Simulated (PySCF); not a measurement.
Te(Br)(GeH3) (BrGeH3Te), SMILES [GeH3][Te]Br. Geometry optimised at B3LYP-D3(BJ)/def2-SVP. This is a generated structure with no PubChem entry under its InChIKey; it may be hypothetical. The def2 effective core potentials stand for the cores of Te; spin–orbit coupling is left out.

Computed equilibrium geometry at B3LYP-D3(BJ)/def2-SVP (PySCF confirms it by a frequency run) as bond lengths and angles, and its point group:
point group Cs.
Atoms: Te1 Br2 Ge3 H4 H5 H6. Bond lengths (Å): Te1–Br2 2.560, Te1–Ge3 2.595, Ge3–H4 1.543, Ge3–H5 1.538, Ge3–H6 1.538. Bond angles (°): Br2–Te1–Ge3 92.8, Te1–Ge3–H4 105.4, Te1–Ge3–H5 109.2, Te1–Ge3–H6 109.2, H4–Ge3–H5 110.9, H4–Ge3–H6 110.9, H5–Ge3–H6 110.9.
